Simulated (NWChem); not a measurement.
System: BPH₄O; SMILES OBP

```xyz
7

B     -0.5939    -0.6941    -0.2987
H     -1.5856    -1.0490    -0.8951
O      0.1355    -1.6704     0.2776
H      0.9158    -1.3618     0.7508
P     -0.0944     1.1673    -0.3653
H      0.5056     1.2865     0.9257
H     -1.3674     1.6817     0.0112
```
Atoms are numbered in this order, from 1.

Program: NWChem. The geometry was optimised at PBE0/def2-SVP. Vzz is the largest principal value of the second derivative of the potential at the nucleus (NWChem prints the opposite sign); η is the asymmetry. Non-relativistic.

**Question.** Order these runs by computing time, cheapest first, and give rough ratios: Hartree-Fock/def2-SVP; CAM-B3LYP/def2-TZVP; CAM-B3LYP/def2-SVP.

**Answer.** Hartree-Fock/def2-SVP (1), CAM-B3LYP/def2-SVP (7), CAM-B3LYP/def2-TZVP (30). Ratios are rough, from one shared machine; the cheapest took very roughly 3 core-seconds. What differs between the cheapest and the dearest: Vzz B1 (a.u.) 0.433 → 0.438; η B1 0.20 → 0.26; Vzz O3 (a.u.) 1.345 → 1.200; η O3 0.03 → 0.13.
